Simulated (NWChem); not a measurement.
# InI₂Cl; SMILES [Cl][In]([I])[I]

Computed with NWChem. All runs use the structure optimised with PBE0/def2-SVP (def2 core potentials past Kr).

**Question.** Predict the results for B3LYP/3-21G, non-relativistic. Quantities: highest occupied level (eV); orbital gap (eV); dipole (D).

**Answer.** 
- highest occupied level (eV): -7.75
- orbital gap (eV): 4.62
- dipole (D): 1.52
